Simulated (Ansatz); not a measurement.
```yaml
crystal:
  periodic: [false, false, false]
  atoms:
    - {symbol: O, position_ang: [0.551171, -0.825464, -0.718091]}
    - {symbol: C, position_ang: [0.841222, -0.695502, 0.503463]}
    - {symbol: O, position_ang: [0.224381, 0.181576, 1.169395]}
    - {symbol: Al, position_ang: [-0.720065, 0.590701, -0.453074]}
    - {symbol: H, position_ang: [1.604991, -1.324726, 0.971420]}
    - {symbol: H, position_ang: [-0.236527, 1.948439, -1.093682]}
    - {symbol: H, position_ang: [-2.203973, 0.056976, -0.425130]}
basis:
  gaussian: {orbitals: pcseg-2}
magnetization: {spin_polarized: true, initial_magnetization: 8}
hamiltonian: {xc: {name: BLYP}}
accuracy: high
output: {forces: true}
```

```sh
$ ansatz run in.yaml --threads 2 --pin off --events-out ev --progress --plain --max-ram 4352MiB
```

Output, abridged:

```
Functional definition: BLYP
3020 factors; integrals over basis functions are off by at most 3.5e-9 eV
mean field evaluation 1: about -11749.0400 eV, gradient 2.4e1 eV
mean field evaluation 2: about -11746.3931 eV, gradient 3.1e1 eV
mean field evaluation 4: about -11751.6840 eV, gradient 4.1e0 eV
mean field evaluation 8: about -11751.7796 eV, gradient 2.9e-1 eV
mean field evaluation 16: about -11751.7638 eV, gradient 2.1e-3 eV
mean field -11751.76381833 eV, -431.8693546920 hartree, gradient 4.2e-8 eV, S^2 20.008352; 8 other end points of the search recorded, 0 dependent functions left out
reference -11751.76386731 eV, -431.8693564918 hartree; 23, 15 occupied and 143, 151 virtual orbitals, 3020 factors
Total energy: -11751.76386731 eV, -431.8693564918 hartree
Atom 0 at     0.551171    -0.825464    -0.718091 Å, force    -0.713202    -1.453233    -6.209942 eV/Å
Atom 1 at     0.841222    -0.695502     0.503463 Å, force     9.660278    -7.958264     5.918408 eV/Å
Atom 2 at     0.224381     0.181576     1.169395 Å, force    -2.520791     4.116579     4.229166 eV/Å
Atom 3 at    -0.720065     0.590701    -0.453074 Å, force    -3.653118     3.010535    -2.238897 eV/Å
Atom 4 at     1.604991    -1.324726     0.971420 Å, force    -0.117474     0.096819    -0.072123 eV/Å
Atom 5 at    -0.236527     1.948439    -1.093682 Å, force     2.160328     4.447666    -1.998850 eV/Å
Atom 6 at    -2.203973     0.056976    -0.425130 Å, force    -4.816021    -2.260101     0.372237 eV/Å
Dipole moment:     0.700260    -0.577034     0.429098 e Å
```

Something in this input is off. What?

The spin is set far too high for this molecule. The run converged. The result belongs to that input, not to the molecule as meant.
